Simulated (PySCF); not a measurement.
**AgBr: energy against distance**

Set-up: PySCF, spin-free X2C with a Gaussian nucleus, basis sets Ag x2c-TZVPPall, Br x2c-TZVPPall. Energies in eV from Ag (4d10 5s1) + Br in their ground configurations at the same level. State: ¹Σ⁺ (singlet), closed shell.

| R (Å) | TPSS |
| --- | --- |
| 2.079 | -2.071 |
| 2.176 | -2.572 |
| 2.273 | -2.838 |
| 2.345 | -2.929 |
| 2.418 | -2.954 |
| 2.490 | -2.931 |
| 2.587 | -2.845 |
| 2.708 | -2.683 |
| 2.853 | -2.447 |
| 3.047 | -2.110 |

**Question.** Put a parabola through the three lowest points of the TPSS curve and estimate Re, k and ωe (reduced mass 45.4 u; 1 eV/Å² = 0.16022 mdyn/Å; ωe = 1302.8·√(k/μ) cm⁻¹).

**Answer.** Through R = 2.345, 2.418, 2.49 Å the second-order coefficient is 4.56 eV/Å², so Re ≈ 2.419 Å, k ≈ 1.46 mdyn/Å and ωe ≈ 234 cm⁻¹. A polynomial fit of higher order to the unrounded TPSS energies gives Re = 2.415 Å, k = 1.50 mdyn/Å, ωe = 236 cm⁻¹; anharmonicity and rounding make the difference.

The higher-order fit for each curve: TPSS: Re = 2.415 Å, ωe = 236 cm⁻¹, De = 2.95 eV.

Spin–orbit coupling is left out, which matters for elements this heavy, above all for dissociation energies.
